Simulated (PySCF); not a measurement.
Ir⁺ (iridium, charge +1) across methods

[Xe] 4f14 5d7 6s1, high-spin 5F determinant. Computed with PySCF 2.14 in aug-cc-pVTZ-PP with ECP60MDF (6s6p5d3f2g, 88 functions), with a scalar-relativistic core potential. The B2PLYP total includes its PT2 part (frozen core); its orbital energies are those of the SCF part.

```tsv
method	E (hartree)	mean ε 5d α (eV)	mean ε 5d β (eV)	mean ε 6s α (eV)	Σ⟨r²⟩ (bohr²)	⟨S²⟩
PBE0	-104.0821	-17.957	-15.789	-14.998	42.31	6.002
B2PLYP	-103.8862	-19.415	-17.183	-15.532	42.42	6.002
UHF	-103.36803	-22.162	-19.364	-16.637	42.40	6.005
LDA	-103.8834	-16.412	-14.359	-14.509	42.69	6.001
r2SCAN	-104.1341	-16.771	-14.381	-14.559	42.16	6.002
wB97X-V	-104.0369	-20.182	-18.344	-16.789	42.32	6.001
M06-L	-104.1548	-16.434	-14.464	-13.793	41.99	6.004
PBE	-104.1154	-16.301	-14.289	-14.227	42.51	6.001
```

Task: Estimate the same row for BHandHLYP.

Result: E (hartree) = -103.9717; mean ε 5d α (eV) = -19.389; mean ε 5d β (eV) = -17.301; mean ε 6s α (eV) = -15.545; Σ⟨r²⟩ (bohr²) = 42.35; ⟨S²⟩ = 6.002.

Energies and moments cover only the electrons outside the core potential. Spin-orbit coupling, absent here, splits the open shell strongly.
